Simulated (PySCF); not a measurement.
Al(F)(H)(NCO) (CHAlFNO), SMILES O=C=[N][AlH][F].

Geometry optimised at B3LYP-D3(BJ)/def2-SVP. The values are those of a single conformer.

Calculation: PySCF with ωB97X/def2-TZVP.

Computed frontier levels, gap, dipole moment and polarisability:
The highest occupied level is -11.32 eV and the lowest empty level is 0.58 eV. The orbital gap is 11.90 eV, the dipole moment comes out as 1.78 D and the quadrupole, principal values (traceless, Buckingham form, about the centre of nuclear charge) comes out as -11.82, 1.58, 10.23 D·Å. The mean static polarisability comes out as 41.4 bohr³ (6.13 Å³). The polarisability, principal values is 29.0, 32.1, 63.1 bohr³.
